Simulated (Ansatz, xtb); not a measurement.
# Relative energy of two isomers of C6H6P2

We compare I, `[H]/P=P\c1ccccc1`, a singlet, with II, `C=CC1=PC=CC=P1`, a singlet. Both are isolated molecules in the gas phase, relaxed with PBE0-D3(BJ)/def2-SVP; the shapes shown needn't be the lowest conformers.

I (Å):

```csv
atom,x (Å),y (Å),z (Å)
C,0.1757,-0.9222,0.8514
C,0.2775,0.3550,1.4284
C,-0.1818,1.4807,0.7488
C,-0.7187,1.3505,-0.5308
C,-0.7950,0.0910,-1.1279
C,-0.3533,-1.0364,-0.4434
P,-0.2178,-3.9911,1.4250
P,0.8309,-2.3021,1.8546
H,-1.1566,-3.4499,0.4844
H,0.7146,0.4623,2.4255
H,-0.1124,2.4648,1.2181
H,-1.0688,2.2337,-1.0704
H,-1.1975,-0.0120,-2.1385
H,-0.4082,-2.0164,-0.9240
```

II (Å):

```yaml
atoms:
  - { symbol: C, position_ang: [0.4063, -0.1889, 3.2974] }
  - { symbol: C, position_ang: [0.7126, -0.7820, 2.1338] }
  - { symbol: C, position_ang: [0.0688, -0.5735, 0.8261] }
  - { symbol: C, position_ang: [-1.7548, 0.4971, -0.9358] }
  - { symbol: C, position_ang: [-1.1905, -0.2171, -1.9921] }
  - { symbol: C, position_ang: [-0.1076, -1.0817, -1.8843] }
  - { symbol: P, position_ang: [-1.3005, 0.5192, 0.7313] }
  - { symbol: P, position_ang: [0.8046, -1.4922, -0.4682] }
  - { symbol: H, position_ang: [-0.3975, 0.5482, 3.3845] }
  - { symbol: H, position_ang: [0.9625, -0.4303, 4.2058] }
  - { symbol: H, position_ang: [1.5371, -1.5074, 2.1298] }
  - { symbol: H, position_ang: [-2.6105, 1.1397, -1.1727] }
  - { symbol: H, position_ang: [-1.6380, -0.0868, -2.9843] }
  - { symbol: H, position_ang: [0.2289, -1.5788, -2.8011] }
```

Quicker runs give these differences E(II) − E(I): GFN2-xTB +132.0 kJ/mol; HF/STO-3G +43.2 kJ/mol (at GFN2-xTB geometries); r2SCAN-D4/def2-SVP +74.8 kJ/mol (at GFN2-xTB geometries).

Problem. Estimate E(II) − E(I) at the level CCSD(T)/def2-SVP + ΔMP2/def2-TZVPP.

Solution. Calculated at CCSD(T)/def2-SVP + ΔMP2/def2-TZVPP: E(II) − E(I) = +64.2 kJ/mol, so structure I lies lower.

The same difference at several levels:

| level | geometry | E(II) − E(I) (kJ/mol) | departure from the last row (kJ/mol) | job, with rough time for the two |
| --- | --- | --- | --- | --- |
| GFN2-xTB | GFN2-xTB | +132.0 | +67.8 | optimisation, 0.37 s |
| HF/STO-3G | GFN2-xTB | +43.2 | −21.0 | single point, 0.44 s |
| r2SCAN-D4/def2-SVP | GFN2-xTB | +74.8 | +10.6 | single point, 4.1 s |
| PBE0-D3(BJ)/def2-SVP | PBE0-D3(BJ)/def2-SVP | +84.1 | +19.9 | optimisation, 41 s |
| HF/def2-SVP | PBE0-D3(BJ)/def2-SVP | +92.3 | +28.1 | part of the CCSD(T) run |
| MP2/def2-SVP | PBE0-D3(BJ)/def2-SVP | +69.9 | +5.7 | part of the CCSD(T) run |
| CCSD(T)/def2-SVP | PBE0-D3(BJ)/def2-SVP | +75.6 | +11.4 | single point |
| CCSD(T)/def2-SVP + ΔMP2/def2-TZVPP | PBE0-D3(BJ)/def2-SVP | +64.2 |  | single point, 82 s |

As drawn, II has 2 C=C, 2 C–C, 2 C=P, 1 C–P, 1 C–H in place of 1 P–H, 1 P=P, 6 C∷C (∷ is an aromatic bond). Structure I has a 6-membered ring (with an aromatic ring), II a 6-membered ring.

The levels shown agree on the order. The largest departure from CCSD(T)/def2-SVP + ΔMP2/def2-TZVPP is that of GFN2-xTB, 67.8 kJ/mol. The last row adds to CCSD(T) the change of the MP2 difference between the two basis sets, here −11.4 kJ/mol.

With thermal terms from frequencies at re-optimised GFN2-xTB minima (ideal gas, soft modes damped towards free rotors, one conformer each, 298.15 K, 1 atm): on the last row, ΔE + ΔZPE = +64.5, ΔH = +65.5, ΔG = +64.3 kJ/mol.

The correlated steps freeze 16 core orbitals. Codes used: Ansatz 0.2.0, xtb 6.7.1; the last row on 4 threads of Arm Neoverse V2 on a shared host.
